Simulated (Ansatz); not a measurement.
Geometry optimisation, RKS PBE0/def2-SVP in Ansatz.

Input file:

```yaml
crystal:
  periodic: [false, false, false]
  atoms:
    - { symbol: O, position_ang: [-0.98197, -0.34709, -0.02199] }
    - { symbol: C, position_ang: [0.16676, 0.06457, -0.4327] }
    - { symbol: Se, position_ang: [0.50341, 0.20664, -2.18491] }
    - { symbol: H, position_ang: [-1.6456, -0.57212, -0.70115] }
    - { symbol: H, position_ang: [0.95293, 0.33374, 0.27341] }
    - { symbol: H, position_ang: [-0.81509, -0.2545, -2.59191] }
total_charge: 1
basis:
  gaussian: { orbitals: def2-SVP }
hamiltonian:
  xc: pbe0
relax:
  f_tol: 0.015
  max_steps: 40
output:
  orbitals: {}
```

Command:

```bash
$ ansatz run input.yaml --threads 1 --pin off --max-ram 2048MiB --backend cpu --events-out ev --progress --plain --runs-dir out
```

Problem. Where does it end, and by what steps?

Solution. The forces met the threshold. Limits of this set-up: the dipole of an ion depends on the origin. After 5 steps the energy has fallen by 0.192 eV; H6 moved furthest, 0.19 Å.

| step | energy less start (eV) | largest force component (eV/Å) | accepted |
| --- | --- | --- | --- |
| 0 | 0.0000 | 2.038 | yes |
| 1 | -0.1676 | 0.787 | yes |
| 2 | -0.1881 | 0.160 | yes |
| 3 | -0.1889 | 0.192 | yes |
| 4 | -0.1914 | 0.066 | yes |
| 5 | -0.1916 | 0.011 | yes |

```xyz
6
Properties=species:S:1:pos:R:3
O -0.966 -0.342 0.073
C 0.112 0.046 -0.476
Se 0.568 0.230 -2.221
H -1.698 -0.593 -0.522
H 0.899 0.315 0.246
H -0.734 -0.224 -2.759
```

Whether the end is a true minimum wasn't checked by a vibrational analysis.

Time of the run: 16 s on 1 thread of Arm Neoverse V1, with other jobs on the host, peak memory 0.14 GiB.
